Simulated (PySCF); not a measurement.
**Dipole response of Ta⁺ (tantalum, charge +1)**

[Xe] 4f14 5d3 6s1, high-spin 5F determinant. Calculation: PySCF 2.14, in aug-cc-pwCVTZ-PP with ECP60MDF (8s8p7d4f3g, 122 functions); scalar relativity through the core potential. Coupled (time-dependent) response in atomic units; α is the mean over directions.

```tsv
method	mean α (bohr³)	C₆ (like pair)	S(−4)
B97-3	44.00	382.8	912.9
```

S(−4) is the Cauchy moment in α(ω) = α(0) + S(−4) ω² + …

Spin-orbit coupling is absent.

α(iu) at B97-3:

| u (hartree) | α(iu) (bohr³) |
| --- | --- |
| 0 | 44.00 |
| 0.0500 | 41.85 |
| 0.100 | 36.71 |
| 0.200 | 25.73 |
| 0.300 | 18.38 |
| 0.500 | 11.04 |
| 0.750 | 7.083 |
| 1.00 | 5.073 |
| 1.50 | 3.050 |
| 2.00 | 2.049 |
| 3.00 | 1.100 |
| 5.00 | 0.4566 |

A single London oscillator, α(iu) = α/(1 + u²/ω²), gives C₆ = (3/4) ω α². Matching the computed C₆ needs ω = 4 × 382.8 / (3 × 44.00²) = 0.264 hartree.

For an ion, C₆ is the dispersion term alone; charge-induced terms of lower order in 1/R come first.

Energies and moments cover only the electrons outside the core potential. Spin-orbit coupling, absent here, splits the open shell strongly.
